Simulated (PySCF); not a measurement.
Broadened absorption spectrum of C4H4Cl2O2

Species: C4H4Cl2O2.
InChI=1S/C4H4Cl2O2/c1-8-4(6)2-3(5)7/h2H,1H3/b4-2-

Method: TDDFT wB97X-D/def2-SVPD, vertical, gas phase, core orbitals frozen in the response (PySCF 2.14.0, density-fitted response routines). Isolated species at its GFN2-xTB geometry (one conformer only). Torsions of this conformer, `[CH3:1][O:2]/[C:3]([Cl:4])=[CH:5]\[C:6](=[O:7])[Cl:8]`: C1–O2–C3–Cl4 1°, C3–C5–C6–O7 -1°.

Computed states:

```tsv
state	E (eV)	f
S1	4.59	0.0001
S2	5.28	0.536
S3	6.19	0.0003
S4	6.20	0.0002
S5	6.48	0.012
S6	7.30	0.0000
S7	7.31	0.0056
S8	7.66	0.053
```

Broadening: Gaussians 0.4 eV wide at half height, area fixed by f = 4.319×10⁻⁹ ∫ε dν̃. The width is an assumption, not a result. The curve ends short of the highest state used, and states not computed would add to its high-energy end.

Q: Give the broadened spectrum and its maxima.

A: 
```
E (eV)  ε (L mol⁻¹ cm⁻¹)
  3.99                 0
  4.06                 0
  4.13                 0
  4.20                 1
  4.28                 2
  4.35                 3
  4.42                 5
  4.49                 8
  4.56                13
  4.63                32
  4.70               113
  4.77               404
  4.85              1473
  4.92              3833
  4.99              8429
  5.06             15642
  5.13             24496
  5.20             32371
  5.27             36097
  5.34             33964
  5.42             25733
  5.49             16827
  5.56              9285
  5.63              4323
  5.70              1699
  5.77               565
  5.84               163
  5.91                50
  5.99                38
  6.06                70
  6.13               138
  6.20               257
  6.27               428
  6.34               624
  6.41               781
  6.48               834
  6.56               735
  6.63               550
  6.70               348
  6.77               188
  6.84                92
  6.91                57
  6.98                71
  7.06               142
```

Maxima: 235 nm (5.28 eV), ε about 36000, made up of S2 (100%); 192 nm (6.47 eV), ε about 830, made up of S5 (99%) (ε in L mol⁻¹ cm⁻¹; maxima over ε = 5, shares over 10%). At its high-energy end, 7.06 eV, the curve is still rising (ε about 140, from S7).

Q: Coming from long wavelengths, where does ε first pass 100 L mol⁻¹ cm⁻¹?

A: At about 264 nm (4.69 eV), 0.10 eV above S1.

Q: On this curve, what absorbance would a 10⁻⁴ mol/L sample give at 222 nm over a 1 cm path?

A: 222 nm is 5.585 eV, where ε is about 7200 L mol⁻¹ cm⁻¹, so A = ε c l ≈ 0.72 (Beer–Lambert, with the gas-phase spectrum and the assumed width).

Q: What would ε be at 5.28 eV, the highest of these maxima, with half the width (0.2 eV)?

A: About 72300 L mol⁻¹ cm⁻¹ against 36200, a factor of about 2.00; a lone state at its own centre would give exactly 2.
